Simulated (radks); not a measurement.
These are the eigenvalues of the occupied orbitals of an atom or ion with whole-number occupations (eV). Calculated with a radial shooting solver on a logarithmic mesh with Libxc functionals: Dirac Kohn-Sham, PBE, spin-unpolarised, spherical densities, finite nucleus; Fermi nuclear charge, rms radius of each element as measured or else 0.836 A^(1/3) + 0.57 fm.

orbital  eigenvalue
1s1/2     -914.5288
2s1/2     -103.3422
2p1/2      -80.6484
2p3/2      -80.4937

Which element is it, and in what charge state? The configuration may be excited. Open shells, if any, are shared by 2j + 1.

Answer. Z = 10, neon, charge +3: Ne3+ in [He] 2s2 2p3. The list shows which subshells hold electrons but not how many an open one holds; the 1s level, -33.608 hartree, gives Z - s = 8.2 by -(Z - s)^2/2, which with screening and relativity narrows Z to a few neighbours, and the depths of the outer levels then fix element, charge and occupations together.
